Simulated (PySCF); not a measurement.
PySCF job for Ge(H)2(Br)(Me) (CH₅BrGe), SMILES [CH3][GeH2][Br], KT2/pcSseg-1. Geometry optimised at ωB97X-D3(BJ)/def2-SVP.

```python
import numpy as np
from pyscf import gto, scf, dft
from pyscf.prop.nmr import rks as nmr

mol = gto.M(
    atom='''
    Ge   -0.35170739   -0.86913227    0.27465900
    C    -2.20809844   -0.30714473    0.28766806
    Br    0.91826844    0.95723411   -0.35111814
    H    -0.07659178   -1.96913371   -0.75855829
    H     0.14486780   -1.29108879    1.66342584
    H    -2.34232504    0.52393257    0.99507981
    H    -2.85798634   -1.14309526    0.58988923
    H    -2.50413274    0.03129252   -0.71579797
    ''',
    basis='pcSseg-1',
    charge=0,
    spin=0,
    max_memory=1600,
    verbose=3,
)
mf = dft.RKS(mol, xc='kt2')
mf.grids.level = 3
mf.conv_tol = 1e-10
mf.max_cycle = 100
mf.kernel()
n = nmr.NMR(mf)
n.verbose = 2
n.max_cycle_cphf = 60
sigma = n.kernel()
print('atom   isotropic/ppm   span/ppm')
for i, s in enumerate(sigma):
    w = np.linalg.eigvalsh((s + s.T) / 2)
    print(f'{mol.atom_symbol(i):2s}{i + 1:3d} {w.mean():14.3f} {w[2] - w[0]:11.3f}')
```

Program output:

```
converged SCF energy = -4710.81701133986
atom   isotropic/ppm   span/ppm
Ge  1       1353.664     304.321
C   2        179.273      28.173
Br  3       2726.397     302.350
H   4         25.825      18.676
H   5         25.825      18.687
H   6         30.294      11.525
H   7         30.645      14.163
H   8         30.287      11.525
```

The calculation finished and met its thresholds.

Cost: roughly 15 core-seconds.
